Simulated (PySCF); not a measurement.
PySCF job for Si(H)(F)2(OEt) (C₂H₆F₂OSi), SMILES C(C)O[SiH](F)F, TDDFT-B3LYP/def2-SVPD. Geometry: ωB97X-D3(BJ)/def2-SVP. The structure was generated by enumeration, and PubChem lists no compound with its InChIKey, so it may never have been made. One conformer was computed; it need not be the lowest.

```python
import numpy as np
from pyscf import gto, scf, dft, tdscf

mol = gto.M(
    atom='''
    Si    0.88880897    0.26904792    0.63207849
    F     1.77001764   -0.99972940    0.16006714
    F     1.36760873    1.48981047   -0.31094494
    O    -0.69789779   -0.03107810    0.41611630
    C    -1.31522217   -0.39320739   -0.81776202
    C    -2.80428390   -0.56464769   -0.59640100
    H     1.14691140    0.57982971    2.04144830
    H    -1.12030552    0.39258536   -1.56905082
    H    -0.86477920   -1.33043412   -1.18979374
    H    -3.24878315    0.37413102   -0.23247203
    H    -3.30188501   -0.84811229   -1.53691473
    H    -2.99290294   -1.34964511    0.15163208
    ''',
    basis='def2-SVPD',
    charge=0,
    spin=0,
    max_memory=1600,
    verbose=4,
)
mf = dft.RKS(mol, xc='b3lyp').density_fit(auxbasis='def2-universal-jkfit')
mf.grids.level = 3
mf.conv_tol = 1e-9
mf.max_cycle = 100
mf.kernel()
mf.grids = dft.Grids(mol).set(level=1).build(with_non0tab=True)  # coarser grid for the response kernel
td = tdscf.TDDFT(mf)
td.singlet = True
td.nstates = 10
td.conv_tol = 1e-4
td.positive_eig_threshold = 1e-6
td.kernel(x0=td.get_init_guess(mf, 15))
td.analyze()
tt = tdscf.TDA(mf)
tt.singlet = False
tt.nstates = 4
tt.conv_tol = 1e-4
tt.positive_eig_threshold = 1e-6
tt.kernel(x0=tt.get_init_guess(mf, 9))
tt.analyze(verbose=3)
```

Log of the run:

```
PySCF version 2.14.0

[INPUT] verbose = 4
[INPUT] num. atoms = 12
[INPUT] num. electrons = 58
[INPUT] charge = 0
[INPUT] spin (= nelec alpha-beta = 2S) = 0
[INPUT] symmetry False subgroup None
[INPUT] Mole.unit = angstrom
[INPUT] Symbol           X                Y                Z      unit          X                Y                Z       unit  Magmom
[INPUT]  1 Si     0.888808970000   0.269047920000   0.632078490000 AA    1.679605530357   0.508426883184   1.194455235329 Bohr   0.0
[INPUT]  2 F      1.770017640000  -0.999729400000   0.160067140000 AA    3.344848575249  -1.889214764676   0.302483056142 Bohr   0.0
[INPUT]  3 F      1.367608730000   1.489810470000  -0.310944940000 AA    2.584405945264   2.815333765810  -0.587600776419 Bohr   0.0
[INPUT]  4 O     -0.697897790000  -0.031078100000   0.416116300000 AA   -1.318835686039  -0.058729097472   0.786345842967 Bohr   0.0
[INPUT]  5 C     -1.315222170000  -0.393207390000  -0.817762020000 AA   -2.485409694256  -0.743054277255  -1.545346252871 Bohr   0.0
[INPUT]  6 C     -2.804283900000  -0.564647690000  -0.596401000000 AA   -5.299328546527  -1.067029490968  -1.127034550417 Bohr   0.0
[INPUT]  7 H      1.146911400000   0.579829710000   2.041448300000 AA    2.167348435141   1.095719350786   3.857778184459 Bohr   0.0
[INPUT]  8 H     -1.120305520000   0.392585360000  -1.569050820000 AA   -2.117070608638   0.741878810914  -2.965076325324 Bohr   0.0
[INPUT]  9 H     -0.864779200000  -1.330434120000  -1.189793740000 AA   -1.634195846220  -2.514156113577  -2.248384313322 Bohr   0.0
[INPUT] 10 H     -3.248783150000   0.374131020000  -0.232472030000 AA   -6.139310391602   0.707005162504  -0.439308468322 Bohr   0.0
[INPUT] 11 H     -3.301885010000  -0.848112290000  -1.536914730000 AA   -6.239658363707  -1.602699950978  -2.904347916510 Bohr   0.0
[INPUT] 12 H     -2.992902940000  -1.349645110000   0.151632080000 AA   -5.655766874006  -2.550459623258   0.286543102898 Bohr   0.0

nuclear repulsion = 328.803148838579
number of shells = 77
number of NR pGTOs = 261
number of NR cGTOs = 181
basis = def2-SVPD
ecp = {}


[settings echo left out]
init E= -644.38948040014
  HOMO = -0.36472290085307  LUMO = -0.0249076756920199  gap/eV = 9.24684
cycle= 1 E= -643.922818185011  delta_E= 0.467  |g|= 0.933  |ddm|= 5.23
  HOMO = -0.204572556643857  LUMO = 0.0157769993603623  gap/eV = 5.99602
cycle= 2 E= -643.664271183099  delta_E= 0.259  |g|= 1.53  |ddm|= 2.56
  HOMO = -0.329381867550474  LUMO = 0.00742120745270469  gap/eV = 9.16488
cycle= 3 E= -644.07794293464  delta_E= -0.414  |g|= 0.0992  |ddm|= 1.38
  HOMO = -0.316282765645025  LUMO = 0.00820550932558772  gap/eV = 8.82978
cycle= 4 E= -644.079330777926  delta_E= -0.00139  |g|= 0.0603  |ddm|= 0.164
  HOMO = -0.320811236264444  LUMO = 0.00853827695971043  gap/eV = 8.96206
cycle= 5 E= -644.079977028396  delta_E= -0.000646  |g|= 0.0129  |ddm|= 0.059
  HOMO = -0.320483346539011  LUMO = 0.00840422930114171  gap/eV = 8.94949
cycle= 6 E= -644.080005228393  delta_E= -2.82e-05  |g|= 0.00352  |ddm|= 0.0179
  HOMO = -0.320623661715546  LUMO = 0.00837820026406932  gap/eV = 8.95260
cycle= 7 E= -644.080008022459  delta_E= -2.79e-06  |g|= 0.000308  |ddm|= 0.0044
  HOMO = -0.320602372316592  LUMO = 0.00839198559614429  gap/eV = 8.95239
cycle= 8 E= -644.080008046221  delta_E= -2.38e-08  |g|= 9.3e-05  |ddm|= 0.00091
  HOMO = -0.320619280948142  LUMO = 0.00838723120835505  gap/eV = 8.95272
cycle= 9 E= -644.080008048198  delta_E= -1.98e-09  |g|= 3.31e-05  |ddm|= 0.000198
  HOMO = -0.320616801131415  LUMO = 0.00838769587173172  gap/eV = 8.95267
cycle= 10 E= -644.080008048469  delta_E= -2.7e-10  |g|= 6.98e-06  |ddm|= 5.05e-05
  HOMO = -0.320615543984497  LUMO = 0.00838773360578049  gap/eV = 8.95264
Extra cycle  E= -644.080008048452  delta_E= 1.64e-11  |g|= 1.01e-05  |ddm|= 1.97e-05
converged SCF energy = -644.080008048452
tot grids = 47384
Overwritten attributes  positive_eig_threshold  of <class 'pyscf.tdscf.rks.TDDFT'>


******** <class 'pyscf.tdscf.rks.TDDFT'> for <class 'pyscf.df.df_jk.DFRKS'> ********
nstates = 10 singlet
deg_eia_thresh = 1.000e-03
wfnsym = None
conv_tol = 0.0001
eigh lindep = 1e-12
eigh level_shift = 0
eigh max_cycle = 100


Excitation energies (eV)
[7.93805058 8.46316543 8.47978421 8.64847504 8.69604282 8.95527746
 9.16458004 9.19575182 9.38133409 9.43267456]

** Singlet excitation energies and oscillator strengths **
Excited State   1:      7.93805 eV    156.19 nm  f=0.0002
      29 -> 30       -0.69903
Excited State   2:      8.46317 eV    146.50 nm  f=0.0434
      29 -> 31        0.66408
      29 -> 32        0.17299
Excited State   3:      8.47978 eV    146.21 nm  f=0.0108
      29 -> 31        0.17875
      29 -> 32       -0.64927
      29 -> 33        0.18386
Excited State   4:      8.64848 eV    143.36 nm  f=0.0321
      28 -> 30        0.69090
      29 -> 31       -0.10336
Excited State   5:      8.69604 eV    142.58 nm  f=0.0022
      29 -> 32       -0.19207
      29 -> 33       -0.66283
Excited State   6:      8.95528 eV    138.45 nm  f=0.0052
      28 -> 31        0.70202
Excited State   7:      9.16458 eV    135.29 nm  f=0.0126
      29 -> 34        0.69631
Excited State   8:      9.19575 eV    134.83 nm  f=0.0223
      28 -> 32        0.60343
      28 -> 33       -0.34225
Excited State   9:      9.38133 eV    132.16 nm  f=0.0255
      28 -> 32       -0.33738
      28 -> 33       -0.60163
Excited State  10:      9.43267 eV    131.44 nm  f=0.0279
      29 -> 35        0.69664

** Transition electric dipole moments (AU) **
state          X           Y           Z        Dip. S.      Osc.
  1         0.0017     -0.0353      0.0047      0.0013      0.0002
  2         0.2395      0.1810      0.3455      0.2095      0.0434
  3         0.1107     -0.1286      0.1527      0.0521      0.0108
  4        -0.3060     -0.0957     -0.2211      0.1516      0.0321
  5        -0.0258      0.0918     -0.0319      0.0101      0.0022
  6         0.0194     -0.1507      0.0213      0.0236      0.0052
  7         0.0286     -0.2310      0.0449      0.0562      0.0126
  8         0.1270     -0.0367     -0.2852      0.0988      0.0223
  9        -0.3079     -0.0690     -0.1060      0.1108      0.0255
 10         0.0546     -0.3344      0.0779      0.1209      0.0279

** Transition velocity dipole moments (imaginary part, AU) **
state          X           Y           Z        Dip. S.      Osc.
  1         0.0008     -0.0126      0.0020      0.0002      0.0004
  2         0.0768      0.0566      0.1034      0.0198      0.0424
  3         0.0355     -0.0419      0.0467      0.0052      0.0111
  4        -0.0976     -0.0305     -0.0704      0.0154      0.0323
  5        -0.0083      0.0295     -0.0101      0.0010      0.0022
  6         0.0052     -0.0407      0.0053      0.0017      0.0035
  7         0.0094     -0.0766      0.0148      0.0062      0.0122
  8         0.0526     -0.0102     -0.0923      0.0114      0.0224
  9        -0.1041     -0.0236     -0.0360      0.0127      0.0245
 10         0.0197     -0.1206      0.0282      0.0157      0.0303

** Transition magnetic dipole moments (imaginary part, AU) **
state          X           Y           Z
  1         0.6258      0.1076      0.0610
  2         0.1661     -0.4271      0.2045
  3        -0.2047     -0.2730     -0.3331
  4        -0.1007      0.6047     -0.1219
  5         0.2505     -0.0356     -0.4226
  6         0.1543     -0.0044     -0.1270
  7         0.0636     -0.0298     -0.1574
  8        -0.0282      0.1627     -0.0280
  9         0.0789     -0.5252      0.1075
 10         0.0237     -0.0931     -0.4821
Overwritten attributes  positive_eig_threshold  of <class 'pyscf.tdscf.rks.TDA'>


******** <class 'pyscf.tdscf.rks.TDA'> for <class 'pyscf.df.df_jk.DFRKS'> ********
nstates = 4 triplet
deg_eia_thresh = 1.000e-03
wfnsym = None
conv_tol = 0.0001
eigh lindep = 1e-12
eigh level_shift = 0
eigh max_cycle = 100


Excitation energies (eV)
[7.77371457 8.04190856 8.22215405 8.45601903]

** Triplet excitation energies and oscillator strengths **
Excited State   1:      7.77371 eV    159.49 nm  f=0.0000
Excited State   2:      8.04191 eV    154.17 nm  f=0.0000
Excited State   3:      8.22215 eV    150.79 nm  f=0.0000
Excited State   4:      8.45602 eV    146.62 nm  f=0.0000
```

Self-consistency was reached.

Cost: about 5 core-minutes (a rough figure).
